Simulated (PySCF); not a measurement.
## A series of derivatives of [BH3-][S+](C)C

Parent skeleton `[BH3-:1][S+:2]([CH3:3])[CH3:4]`; one hydrogen on atom 1 is replaced by X. Hydrogens on one atom are averaged.

Non-relativistic, in vacuum, rapidly exchanging positions averaged, one conformer. PBE0-D3(BJ)/def2-SVP geometry; GIAO PBE0/pcSseg-1 shieldings; PySCF.

δ = σ(ref) − σ, references computed at the same level: 11B (100.73 ppm) vs BF3·OEt2; 33S (495.66 ppm) vs CS2; 13C (184.41 ppm) and 1H (31.27 ppm) against TMS.

Parent (X = H): B1 -25.4, S2 -24.6, C3/C4 30.0, H(B1) 1.86, H(C3)/H(C4) 1.93 ppm. Effects are Δδ = δ(X) − δ(H), positive for deshielding.

(1) Order these by the shift of H(B1), most shielded first.
A. X = OSiH3
B. X = BMe2
C. X = NHCOCH3
D. X = SCF3

(2) Order these by the shift of S2, most shielded first.
A. X = SCF3
B. X = OSiH3
C. X = NHCOCH3
D. X = BMe2

(3) Order these by the shift of C3/C4, most shielded first.
A. X = BMe2
B. X = SCF3
C. X = OSiH3
D. X = NHCOCH3

Answers

(1) B (+0.30 ppm), C (+0.94 ppm), D (+1.17 ppm), A (+1.51 ppm).

(2) A (-11.3 ppm), C (-6.1 ppm), B (-2.8 ppm), D (+6.6 ppm).

(3) C (-9.3 ppm), B (-4.5 ppm), D (-1.6 ppm), A (+0.1 ppm).
